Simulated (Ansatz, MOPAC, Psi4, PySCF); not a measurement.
Molecule: LiCl (charge 0, singlet). SMILES: [Cl][Li]
Geometry from a B3LYP-D3(BJ)/def2-TZVP (Ansatz, a first-principles code) optimisation:
```
Li
Cl 1 2.0172
```

Property: vertical electron affinity to the doublet, in eV. Set-up: PM7 with its own dispersion and hydrogen-bond terms; each state is the SCF solution reached for its charge and spin; six Cartesian d functions in 6-31G* and its kin unless marked 5d; open shells spin-unrestricted; no spin-orbit coupling; 6-311+G** with 5d, 6d on Na to Ar in Ansatz; non-relativistic. First-principles rows: single points at B3LYP-D3(BJ) geometries (Ansatz). Semi-empirical rows: differences of heats of formation at the shared geometry for vertical values.

```json
[
 {"level": "PM7", "program": "MOPAC", "vertical electron affinity to the doublet (eV)": "-1.36"},
 {"level": "PBE/6-31G*", "program": "Ansatz", "vertical electron affinity to the doublet (eV)": "0.43"},
 {"level": "PBE/6-311+G**", "program": "Ansatz", "vertical electron affinity to the doublet (eV)": "0.67"},
 {"level": "B3LYP/3-21G", "program": "Ansatz", "vertical electron affinity to the doublet (eV)": "0.56"},
 {"level": "B3LYP/6-31G*", "program": "Ansatz", "vertical electron affinity to the doublet (eV)": "0.42"},
 {"level": "M06-2X/6-31G* (5d)", "program": "PySCF", "vertical electron affinity to the doublet (eV)": "0.23"},
 {"level": "wB97X-D/6-31G*", "program": "Psi4", "vertical electron affinity to the doublet (eV)": "0.30"},
 {"level": "B3LYP/def2-TZVPD", "program": "Ansatz", "vertical electron affinity to the doublet (eV)": "0.57"},
 {"level": "PBE0/def2-TZVPD", "program": "Ansatz", "vertical electron affinity to the doublet (eV)": "0.57"},
 {"level": "wB97X-V/def2-TZVPD", "program": "Ansatz", "vertical electron affinity to the doublet (eV)": "0.47"}
]
```

No value to compare with is used here. The 7 habitual levels span -1.36 (PM7) to 0.67 eV (PBE/6-311+G**); wB97X-V/def2-TZVPD gives 0.47.

The levels are drawn from those run, B3LYP/6-31G* more often than the rest, none by its result; runs whose electronic state is in doubt are left out.
